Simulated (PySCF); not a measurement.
C₃H₁₂BNSi, singlet, at a GFN2-xTB geometry, atoms displaced at random by about 0.03 Å a coordinate; PBE0/STO-3G, gradient (PySCF).

Input for PySCF:
```python
from pyscf import gto, scf, dft

mol = gto.M(
    atom='''
Si   -1.43014871   -0.14683122   -1.12858458
N    -0.43068005    0.08728554    0.24524435
C    -1.05869153    0.18716166    1.51872370
B     1.00071928    0.01183859    0.14967940
C     1.74411110   -0.12386554   -1.19347403
C     1.92567982    0.21479526    1.49645345
H    -1.36728212    1.05202075   -1.92529737
H    -2.81150507   -0.31652784   -0.62331456
H    -1.03603881   -1.32626667   -1.91296412
H    -0.70149879    1.16721620    2.03616919
H    -2.17093227    0.26202449    1.44743978
H    -0.76591308   -0.70647491    2.17008071
H     2.71711546    0.29564627   -1.18277734
H     1.18073603    0.36665533   -1.99671035
H     1.84468132   -1.15662772   -1.48470474
H     1.53878373   -0.61926049    2.24594087
H     1.71851957    1.10166644    2.02356625
H     2.92778702    0.02048501    1.35219031
''',
    basis='sto-3g',
    verbose=4,
)

mf = dft.RKS(mol)
mf.xc = 'pbe0'
mf.conv_tol = 1e-11
mf.kernel()
g = mf.nuc_grad_method()
grad = g.kernel()
```

What the program printed (banner, timings and long lists left out):

```
PySCF version 2.14.0

[INPUT] verbose = 4
[INPUT] num. atoms = 18
[INPUT] num. electrons = 56
[INPUT] charge = 0
[INPUT] spin (= nelec alpha-beta = 2S) = 0
[INPUT] symmetry False subgroup None
[INPUT] Mole.unit = angstrom
[INPUT] Symbol           X                Y                Z      unit          X                Y                Z       unit  Magmom
[INPUT]  1 Si    -1.430148710000  -0.146831220000  -1.128584580000 AA   -2.702589379300  -0.277470792336  -2.132715764607 Bohr   0.0
[INPUT]  2 N     -0.430680050000   0.087285540000   0.245244350000 AA   -0.813867341814   0.164945765235   0.463444655097 Bohr   0.0
[INPUT]  3 C     -1.058691530000   0.187161660000   1.518723700000 AA   -2.000637042097   0.353684278419   2.869971851886 Bohr   0.0
[INPUT]  4 B      1.000719280000   0.011838590000   0.149679400000 AA    1.891085366772   0.022371692801   0.282853072489 Bohr   0.0
[INPUT]  5 C      1.744111100000  -0.123865540000  -1.193474030000 AA    3.295892309814  -0.234071946871  -2.255339053481 Bohr   0.0
[INPUT]  6 C      1.925679820000   0.214795260000   1.496453450000 AA    3.639007463402   0.405904214255   2.827887178661 Bohr   0.0
[INPUT]  7 H     -1.367282120000   1.052020750000  -1.925297370000 AA   -2.583788741815   1.988031094860  -3.638284737645 Bohr   0.0
[INPUT]  8 H     -2.811505070000  -0.316527840000  -0.623314560000 AA   -5.312974580126  -0.598150928400  -1.177893807854 Bohr   0.0
[INPUT]  9 H     -1.036038810000  -1.326266670000  -1.912964120000 AA   -1.957829605320  -2.506280774439  -3.614978272920 Bohr   0.0
[INPUT] 10 H     -0.701498790000   1.167216200000   2.036169190000 AA   -1.325640589814   2.205718946156   3.847802112377 Bohr   0.0
[INPUT] 11 H     -2.170932270000   0.262024490000   1.447439780000 AA   -4.102467425280   0.495154524029   2.735264766001 Bohr   0.0
[INPUT] 12 H     -0.765913080000  -0.706474910000   2.170080710000 AA   -1.447365956422  -1.335044093777   4.100858210102 Bohr   0.0
[INPUT] 13 H      2.717115460000   0.295646270000  -1.182777340000 AA    5.134604068222   0.558690480049  -2.235125238942 Bohr   0.0
[INPUT] 14 H      1.180736030000   0.366655330000  -1.996710350000 AA    2.231267722106   0.692878155812  -3.773235711584 Bohr   0.0
[INPUT] 15 H      1.844681320000  -1.156627720000  -1.484704740000 AA    3.485942481901  -2.185709618880  -2.805685334444 Bohr   0.0
[INPUT] 16 H      1.538783730000  -0.619260490000   2.245940870000 AA    2.907879814637  -1.170232725864   4.244213136267 Bohr   0.0
[INPUT] 17 H      1.718519570000   1.101666440000   2.023566250000 AA    3.247531327005   2.081847852225   3.823986007413 Bohr   0.0
[INPUT] 18 H      2.927787020000   0.020485010000   1.352190310000 AA    5.532715618856   0.038711058559   2.555269354191 Bohr   0.0

nuclear repulsion = 297.078770425474
number of shells = 32
number of NR pGTOs = 138
number of NR cGTOs = 46
basis = sto-3g
ecp = {}

******** <class 'pyscf.dft.rks.RKS'> ********
method = RKS
initial guess = minao
damping factor = 0
level_shift factor = 0
DIIS = <class 'pyscf.scf.diis.CDIIS'>
diis_start_cycle = 1
diis_space = 8
diis_damp = 0
SCF conv_tol = 1e-11
SCF conv_tol_grad = None
SCF max_cycles = 50
direct_scf = True
direct_scf_tol = 1e-13
XC library pyscf.dft.libxc version 7.1.2
    S. Lehtola, C. Steigemann, M. J. T. Oliveira, and M. A. L. Marques,  SoftwareX 7, 1–5 (2018)
XC functionals = pbe0
    C. Adamo and V. Barone,  J. Chem. Phys. 110, 6158 (1999)
    M. Ernzerhof and G. E. Scuseria,  J. Chem. Phys. 110, 5029 (1999)
radial grids:
    Treutler-Ahlrichs [JCP 102, 346 (1995); DOI:10.1063/1.469408] (M4) radial grids

becke partition: Becke, JCP 88, 2547 (1988); DOI:10.1063/1.454033
pruning grids: <function nwchem_prune>
grids dens level: 3
symmetrized grids: False
atomic radii adjust function: <function treutler_atomic_radii_adjust>
small_rho_cutoff = 0
Set gradient conv threshold to 3.16228e-06
Initial guess from minao.
tot grids = 207184
init E= -484.695855852658
  HOMO = -0.289258195154659  LUMO = 0.000687915662528349  gap/eV = 7.88984
cycle= 1 E= -484.488524713491  delta_E= 0.207  |g|= 0.42  |ddm|= 4.89
  HOMO = -0.0930747115095063  LUMO = 0.188751742453399  gap/eV = 7.66889
cycle= 2 E= -484.480015460215  delta_E= 0.00851  |g|= 0.479  |ddm|= 1.15
  HOMO = -0.181890431100527  LUMO = 0.160660195217921  gap/eV = 9.32128
cycle= 3 E= -484.543029272447  delta_E= -0.063  |g|= 0.0806  |ddm|= 0.635
  HOMO = -0.175932435977486  LUMO = 0.151300129005185  gap/eV = 8.90445
cycle= 4 E= -484.545094166609  delta_E= -0.00206  |g|= 0.01  |ddm|= 0.118
  HOMO = -0.17772246061597  LUMO = 0.150867683586798  gap/eV = 8.94139
cycle= 5 E= -484.545121958255  delta_E= -2.78e-05  |g|= 0.00301  |ddm|= 0.0158
  HOMO = -0.177321134817802  LUMO = 0.151595936917615  gap/eV = 8.95029
cycle= 6 E= -484.545125133477  delta_E= -3.18e-06  |g|= 0.000198  |ddm|= 0.00464
  HOMO = -0.177340829114426  LUMO = 0.151559075810434  gap/eV = 8.94982
cycle= 7 E= -484.545125144986  delta_E= -1.15e-08  |g|= 7.53e-05  |ddm|= 0.000375
  HOMO = -0.177334886366057  LUMO = 0.151561526430142  gap/eV = 8.94973
cycle= 8 E= -484.545125146728  delta_E= -1.74e-09  |g|= 8.51e-06  |ddm|= 0.000106
  HOMO = -0.177332929993471  LUMO = 0.151563098346297  gap/eV = 8.94972
cycle= 9 E= -484.545125146753  delta_E= -2.41e-11  |g|= 2.15e-06  |ddm|= 1.39e-05
  HOMO = -0.177333094162187  LUMO = 0.151562577478399  gap/eV = 8.94971
cycle= 10 E= -484.545125146755  delta_E= -2.27e-12  |g|= 4.21e-07  |ddm|= 3.23e-06
  HOMO = -0.177332943556006  LUMO = 0.151562615698165  gap/eV = 8.94970
Extra cycle  E= -484.545125146756  delta_E= -1.48e-12  |g|= 4.35e-07  |ddm|= 1.13e-06
converged SCF energy = -484.545125146756

******** <class 'pyscf.grad.rks.Gradients'> for <class 'pyscf.dft.rks.RKS'> ********
unit = Eh/Bohr
grid_response = False
--------------- RKS gradients ---------------
         x                y                z
0 Si     0.0356043062     0.0126219664     0.0269970356
1 N    -0.0693500582     0.0140193586     0.0257116993
2 C     0.0041200468    -0.0253919071    -0.0753031051
3 B     0.0057085204    -0.0258235407    -0.0501861594
4 C     0.0302905849     0.0002168333     0.0247361856
5 C     0.1049798299     0.0846849200    -0.0106914884
6 H     0.0011798297     0.0003150124     0.0061871183
7 H    -0.0159053248    -0.0010493404     0.0081497794
8 H     0.0028354467    -0.0106457921    -0.0058623638
9 H     0.0132309086     0.0368389861     0.0096528789
10 H    -0.0119416427     0.0052091227    -0.0007695132
11 H     0.0123674380    -0.0246757376     0.0088391886
12 H    -0.0274704381    -0.0121734504    -0.0034177454
13 H    -0.0025460892     0.0007687649     0.0034957896
14 H    -0.0023689609     0.0172532226     0.0050464231
15 H    -0.0212253665    -0.0355026655     0.0314557294
16 H    -0.0001447351    -0.0384129091    -0.0137113901
17 H    -0.0593429718     0.0017679653     0.0096548315
----------------------------------------------
```
